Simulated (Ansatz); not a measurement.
Compare A (`N[Si]1(F)C=CO1`) with its isomer B (`FC1N=C[SiH2]O1`).

Program: Ansatz. Geometries: PBE0-D4/def2-TZVP. ΔE: electronic, gas phase. CBS: MP2 limit from def2 TZ/QZ plus the TZ coupled-cluster correction, frozen cores. Functionals use def2-TZVPP. B3LYP here is the variant with VWN-RPA as its local correlation; programs differ in this. Each species was taken in one conformer, which may not be the lowest.

Which isomer does CCSD(T)/CBS put lower? Give the gap. (An estimate is asked.)

Computed: A, by 63.6 kcal/mol.

Give E(B) − E(A) in kcal/mol with PBE0-D4, B3LYP-D4, ωB97M-V, CCSD(T)/def2-TZVPP, CCSD/def2-TZVPP, r2SCAN-D4, PBE-D4. (Estimate.)

The calculation gave: PBE0-D4 60.3, B3LYP-D4 60.0, ωB97M-V 62.3, CCSD(T)/def2-TZVPP 60.8, CCSD/def2-TZVPP 61.3, r2SCAN-D4 62.4, PBE-D4 58.3. None reverses the order clearly.

Largest T1 diagnostic: 0.013.

In def2-TZVPP, CCSD(T) changes the Hartree–Fock value by +1.4 kcal/mol (the triples alone add −0.5 kcal/mol) and MP2 by +6.1 kcal/mol. From PBE to PBE0 (25 % exact exchange), in def2-TZVPP and without D4, E(B) − E(A) moves by +1.9 kcal/mol.
